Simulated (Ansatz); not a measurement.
Ansatz (a quantum-chemistry and plane-wave program) job for Mn(OH)2 (H₂MnO₂), SMILES [OH][Mn][OH] (connectivity only; charge and spin as stated), neutral, multiplicity 6, B3LYP-D3(BJ)/def2-TZVP. 

Ansatz 0.2 input:
```yaml
crystal:
  periodic: [false, false, false]
  atoms:
    - {symbol: Mn, position_ang: [0.00000000, 0.00000000, 0.00000000]}
    - {symbol: O, position_ang: [0.00270425, 1.77505251, -0.00000000]}
    - {symbol: H, position_ang: [-0.01409110, 2.72522731, 0.00000000]}
    - {symbol: O, position_ang: [-0.00270425, -1.77505251, 0.00000000]}
    - {symbol: H, position_ang: [0.01409110, -2.72522731, -0.00000000]}
basis:
  gaussian:
    orbitals: def2-TZVP
hamiltonian:
  xc: b3lyp
  dispersion: d3bj
magnetization: {spin_polarized: true, initial_magnetization: 5}
relax: {f_tol: 0.002, max_steps: 200}
```

It prints:

```
WARN ansatz: RAYON_NUM_THREADS=1 ignored (pool sized by the plan → 1); use --threads N
Functional definition: B3LYP
integrals: 0.04 GiB planned
877 factors; their error is unknown
mean field: 0.52 GiB planned
mean field evaluation 1: about -35440.2795 eV, gradient 5.9e1 eV
mean field evaluation 2: about -35411.5962 eV, gradient 1.0e2 eV
mean field evaluation 4: about -35451.2007 eV, gradient 9.0e0 eV
mean field evaluation 8: about -35451.4820 eV, gradient 1.7e-1 eV
mean field evaluation 16: about -35451.4820 eV, gradient 5.3e-5 eV
mean field -35451.48204138 eV, -1302.8179351430 hartree, gradient 5.3e-5 eV, S^2 8.756452; 0 other end points of the search recorded, 0 dependent functions left out
the calculation of the forces begins
reference -35451.48227267 eV, -1302.8179436428 hartree; 24, 19 occupied and 95, 100 virtual orbitals, 877 factors
relax step   1: F+E_penalty+E_count = -35451.58414446 eV  Δ(F+E_penalty+E_count) = +0.000e0 eV  max|allowed force component| = 7.345e-1 eV/Å  Δτ_max = 0.0000 Å  (32 SCF iters, accepted)
these checks for a lower state are left out or cut short: starts, cluster_reference, orbital_swaps, neighbouring_geometries, increment
integrals: 0.04 GiB planned
877 factors; their error is unknown
mean field: 0.52 GiB planned
mean field -35451.49687448 eV, -1302.8184802494 hartree, gradient 7.1e-6 eV, S^2 8.756467; 0 other end points of the search recorded, 0 dependent functions left out
the calculation of the forces begins
reference -35451.49710564 eV, -1302.8184887446 hartree; 24, 19 occupied and 95, 100 virtual orbitals, 877 factors
relax step   2: F+E_penalty+E_count = -35451.59864170 eV  Δ(F+E_penalty+E_count) = -1.450e-2 eV  max|allowed force component| = 2.944e-1 eV/Å  Δτ_max = 0.0147 Å  (37 SCF iters, accepted)
these checks for a lower state are left out or cut short: starts, cluster_reference, orbital_swaps, neighbouring_geometries, increment
integrals: 0.04 GiB planned
877 factors; their error is unknown
mean field: 0.52 GiB planned
mean field evaluation 32: about -35451.5004 eV, gradient 5.3e-6 eV
mean field -35451.50037507 eV, -1302.8186088940 hartree, gradient 5.3e-6 eV, S^2 8.756478; 0 other end points of the search recorded, 0 dependent functions left out
the calculation of the forces begins
reference -35451.50060616 eV, -1302.8186173861 hartree; 24, 19 occupied and 95, 100 virtual orbitals, 877 factors
relax step   3: F+E_penalty+E_count = -35451.60189398 eV  Δ(F+E_penalty+E_count) = -3.252e-3 eV  max|allowed force component| = 1.717e-2 eV/Å  Δτ_max = 0.0108 Å  (37 SCF iters, accepted)
these checks for a lower state are left out or cut short: starts, cluster_reference, orbital_swaps, neighbouring_geometries, increment
integrals: 0.04 GiB planned
877 factors; their error is unknown
mean field: 0.52 GiB planned
mean field -35451.50068443 eV, -1302.8186202627 hartree, gradient 5.1e-6 eV, S^2 8.756487; 0 other end points of the search recorded, 0 dependent functions left out
the calculation of the forces begins
reference -35451.50091550 eV, -1302.8186287543 hartree; 24, 19 occupied and 95, 100 virtual orbitals, 877 factors
relax step   4: F+E_penalty+E_count = -35451.60217847 eV  Δ(F+E_penalty+E_count) = -2.845e-4 eV  max|allowed force component| = 2.547e-2 eV/Å  Δτ_max = 0.0050 Å  (36 SCF iters, accepted)
these checks for a lower state are left out or cut short: starts, cluster_reference, orbital_swaps, neighbouring_geometries, increment
integrals: 0.04 GiB planned
877 factors; their error is unknown
mean field: 0.52 GiB planned
mean field -35451.50220478 eV, -1302.8186761343 hartree, gradient 2.0e-5 eV, S^2 8.756554; 0 other end points of the search recorded, 0 dependent functions left out
the calculation of the forces begins
reference -35451.50243501 eV, -1302.8186845951 hartree; 24, 19 occupied and 95, 100 virtual orbitals, 877 factors
relax step   5: F+E_penalty+E_count = -35451.60385080 eV  Δ(F+E_penalty+E_count) = -1.672e-3 eV  max|allowed force component| = 2.822e-1 eV/Å  Δτ_max = 0.0246 Å  (34 SCF iters, accepted)
these checks for a lower state are left out or cut short: starts, cluster_reference, orbital_swaps, neighbouring_geometries, increment
integrals: 0.04 GiB planned
877 factors; their error is unknown
mean field: 0.52 GiB planned
mean field -35451.50444548 eV, -1302.8187584785 hartree, gradient 5.0e-6 eV, S^2 8.756586; 0 other end points of the search recorded, 0 dependent functions left out
the calculation of the forces begins
[...]
relax step  16: F+E_penalty+E_count = -35451.54857685 eV  Δ(F+E_penalty+E_count) = +1.983e-1 eV  max|allowed force component| = 2.037e0 eV/Å  Δτ_max = 0.1959 Å  (38 SCF iters, rejected (line search))
these checks for a lower state are left out or cut short: starts, cluster_reference, orbital_swaps, neighbouring_geometries, increment
integrals: 0.04 GiB planned
877 factors; their error is unknown
mean field: 0.52 GiB planned
mean field -35451.64795389 eV, -1302.8240323154 hartree, gradient 1.2e-5 eV, S^2 8.762135; 0 other end points of the search recorded, 0 dependent functions left out
the calculation of the forces begins
reference -35451.64817904 eV, -1302.8240405896 hartree; 24, 19 occupied and 95, 100 virtual orbitals, 877 factors
relax step  17: F+E_penalty+E_count = -35451.75127152 eV  Δ(F+E_penalty+E_count) = -4.387e-3 eV  max|allowed force component| = 1.277e-1 eV/Å  Δτ_max = 0.0980 Å  (39 SCF iters, accepted)
these checks for a lower state are left out or cut short: starts, cluster_reference, orbital_swaps, neighbouring_geometries, increment
integrals: 0.04 GiB planned
877 factors; their error is unknown
mean field: 0.52 GiB planned
mean field -35451.64966812 eV, -1302.8240953122 hartree, gradient 1.3e-5 eV, S^2 8.762095; 0 other end points of the search recorded, 0 dependent functions left out
the calculation of the forces begins
reference -35451.64989306 eV, -1302.8241035784 hartree; 24, 19 occupied and 95, 100 virtual orbitals, 877 factors
relax step  18: F+E_penalty+E_count = -35451.75295753 eV  Δ(F+E_penalty+E_count) = -1.686e-3 eV  max|allowed force component| = 3.017e-2 eV/Å  Δτ_max = 0.0243 Å  (35 SCF iters, accepted)
these checks for a lower state are left out or cut short: starts, cluster_reference, orbital_swaps, neighbouring_geometries, increment
integrals: 0.04 GiB planned
877 factors; their error is unknown
mean field: 0.52 GiB planned
mean field evaluation 160: about -35451.6469 eV, gradient 1.9e-5 eV
mean field -35451.64693078 eV, -1302.8239947168 hartree, gradient 1.9e-5 eV, S^2 8.762063; 0 other end points of the search recorded, 0 dependent functions left out
the calculation of the forces begins
reference -35451.64715515 eV, -1302.8240029623 hartree; 24, 19 occupied and 95, 100 virtual orbitals, 877 factors
relax step  19: F+E_penalty+E_count = -35451.75021850 eV  Δ(F+E_penalty+E_count) = +2.739e-3 eV  max|allowed force component| = 4.175e-1 eV/Å  Δτ_max = 0.0462 Å  (35 SCF iters, rejected (line search))
these checks for a lower state are left out or cut short: starts, cluster_reference, orbital_swaps, neighbouring_geometries, increment
integrals: 0.04 GiB planned
877 factors; their error is unknown
mean field: 0.52 GiB planned
mean field -35451.65070992 eV, -1302.8241335977 hartree, gradient 1.6e-5 eV, S^2 8.762137; 0 other end points of the search recorded, 0 dependent functions left out
the calculation of the forces begins
reference -35451.65093473 eV, -1302.8241418593 hartree; 24, 19 occupied and 95, 100 virtual orbitals, 877 factors
relax step  20: F+E_penalty+E_count = -35451.75399850 eV  Δ(F+E_penalty+E_count) = -1.041e-3 eV  max|allowed force component| = 3.292e-2 eV/Å  Δτ_max = 0.0231 Å  (34 SCF iters, accepted)
these checks for a lower state are left out or cut short: starts, cluster_reference, orbital_swaps, neighbouring_geometries, increment
integrals: 0.04 GiB planned
877 factors; their error is unknown
mean field: 0.52 GiB planned
mean field -35451.65239376 eV, -1302.8241954777 hartree, gradient 1.6e-5 eV, S^2 8.762145; 0 other end points of the search recorded, 0 dependent functions left out
the calculation of the forces begins
reference -35451.65261844 eV, -1302.8242037343 hartree; 24, 19 occupied and 95, 100 virtual orbitals, 877 factors
relax step  21: F+E_penalty+E_count = -35451.75567314 eV  Δ(F+E_penalty+E_count) = -1.675e-3 eV  max|allowed force component| = 7.653e-3 eV/Å  Δτ_max = 0.0493 Å  (35 SCF iters, accepted)
these checks for a lower state are left out or cut short: starts, cluster_reference, orbital_swaps, neighbouring_geometries, increment
integrals: 0.04 GiB planned
877 factors; their error is unknown
mean field: 0.52 GiB planned
mean field -35451.65244829 eV, -1302.8241974817 hartree, gradient 6.9e-6 eV, S^2 8.762177; 0 other end points of the search recorded, 0 dependent functions left out
the calculation of the forces begins
reference -35451.65267289 eV, -1302.8242057353 hartree; 24, 19 occupied and 95, 100 virtual orbitals, 877 factors
relax step  22: F+E_penalty+E_count = -35451.75574656 eV  Δ(F+E_penalty+E_count) = -7.343e-5 eV  max|allowed force component| = 2.209e-2 eV/Å  Δτ_max = 0.0052 Å  (36 SCF iters, accepted)
these checks for a lower state are left out or cut short: starts, cluster_reference, orbital_swaps, neighbouring_geometries, increment
integrals: 0.04 GiB planned
877 factors; their error is unknown
mean field: 0.52 GiB planned
mean field -35451.65274682 eV, -1302.8242084522 hartree, gradient 1.1e-5 eV, S^2 8.762163; 0 other end points of the search recorded, 0 dependent functions left out
the calculation of the forces begins
reference -35451.65297138 eV, -1302.8242167048 hartree; 24, 19 occupied and 95, 100 virtual orbitals, 877 factors
relax step  23: F+E_penalty+E_count = -35451.75603772 eV  Δ(F+E_penalty+E_count) = -2.912e-4 eV  max|allowed force component| = 9.868e-3 eV/Å  Δτ_max = 0.0215 Å  (34 SCF iters, accepted)
these checks for a lower state are left out or cut short: starts, cluster_reference, orbital_swaps, neighbouring_geometries, increment
integrals: 0.04 GiB planned
877 factors; their error is unknown
mean field: 0.52 GiB planned
mean field evaluation 192: about -35451.6527 eV, gradient 1.6e-1 eV
mean field -35451.65276156 eV, -1302.8242089939 hartree, gradient 7.0e-6 eV, S^2 8.762166; 0 other end points of the search recorded, 0 dependent functions left out
the calculation of the forces begins
reference -35451.65298612 eV, -1302.8242172463 hartree; 24, 19 occupied and 95, 100 virtual orbitals, 877 factors
relax step  24: F+E_penalty+E_count = -35451.75605920 eV  Δ(F+E_penalty+E_count) = -2.148e-5 eV  max|allowed force component| = 1.776e-2 eV/Å  Δτ_max = 0.0093 Å  (35 SCF iters, accepted)
these checks for a lower state are left out or cut short: starts, cluster_reference, orbital_swaps, neighbouring_geometries, increment
integrals: 0.04 GiB planned
877 factors; their error is unknown
mean field: 0.52 GiB planned
mean field -35451.65276439 eV, -1302.8242090980 hartree, gradient 6.9e-6 eV, S^2 8.762166; 0 other end points of the search recorded, 0 dependent functions left out
the calculation of the forces begins
reference -35451.65298894 eV, -1302.8242173501 hartree; 24, 19 occupied and 95, 100 virtual orbitals, 877 factors
relax step  25: F+E_penalty+E_count = -35451.75606615 eV  Δ(F+E_penalty+E_count) = -6.946e-6 eV  max|allowed force component| = 1.864e-3 eV/Å  Δτ_max = 0.0029 Å  (36 SCF iters, accepted)
integrals: 0.04 GiB planned
877 factors; their error is unknown
mean field: 0.52 GiB planned
mean field -35451.65276439 eV, -1302.8242090980 hartree, gradient 4.0e-5 eV, S^2 8.762166; 1 other end points of the search recorded, 0 dependent functions left out
the calculation of the forces begins
reference -35451.65298894 eV, -1302.8242173501 hartree; 24, 19 occupied and 95, 100 virtual orbitals, 877 factors
Total energy: -35451.75629070 eV, -1302.8280136196 hartree
Atom 0 at    -0.000132     0.000084    -0.121154 Å, force    -0.000166    -0.000789    -0.000962 eV/Å
Atom 1 at     0.249802     1.809245    -0.210328 Å, force     0.001292     0.001864     0.000040 eV/Å
Atom 2 at    -0.159558     2.529102     0.270244 Å, force    -0.000677     0.000693     0.000530 eV/Å
Atom 3 at    -0.251409    -1.808998    -0.207779 Å, force    -0.001573    -0.001359    -0.000499 eV/Å
Atom 4 at     0.161298    -2.529433     0.269017 Å, force     0.001123    -0.000410     0.000890 eV/Å
Dipole moment:     0.001590    -0.000253     0.366033 e Å
```

The run converged.

Cost: about 70 core-seconds (a rough figure).
